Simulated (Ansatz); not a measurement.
Species: C$_{2}$H$_{9}$Si$_{2}$, net charge 0, doublet state. It need not be the lowest isomer of its formula. 
Geometry from a B3LYP-D3(BJ)/def2-TZVP (Ansatz, a program for electronic structure) optimisation:
SMILES: [CH2][SiH](C)[SiH3]
```xyz
13

C     -0.4647     1.9820     0.1759
Si    -0.2465     0.3108    -0.5561
C     -1.8534    -0.6670    -0.5442
Si     1.3865    -0.8416     0.6950
H      0.1755     2.8205    -0.0740
H     -1.1824     2.1828     0.9642
H      0.2691     0.4416    -1.9454
H     -2.6160    -0.1684    -1.1453
H     -1.7028    -1.6698    -0.9477
H     -2.2353    -0.7679     0.4737
H      0.9306    -1.0059     2.0993
H      1.6387    -2.1947     0.1328
H      2.6701    -0.0966     0.7078
```
Charge 0, spin multiplicity 2.

Property: atomisation energy (electronic, to ground-state atoms), in kJ/mol. Valence correlation only, unless marked. UHF or UKS for open shells. No spin-orbit coupling. No relativistic terms. The coupled-cluster limit lacks core correlation, which all-electron functionals hold. Basis-set limits of correlation are two-point, X^-3; Hartree-Fock from the larger set.

| level | program | atomisation energy (kJ/mol) |
|---|---|---|
| HF/cc-pV(D+d)Z | Ansatz | 3287.6 |
| BLYP-D3(BJ)/def2-TZVPD | Ansatz + dftd3 | 4297.8 |

Question: What does CCSD(T)/CBS(cc-pV(T+d)Z,cc-pV(Q+d)Z) (Ansatz) give?

Answer: 4337.0 kJ/mol, so BLYP-D3(BJ)/def2-TZVPD differs from it by -39.2 kJ/mol.
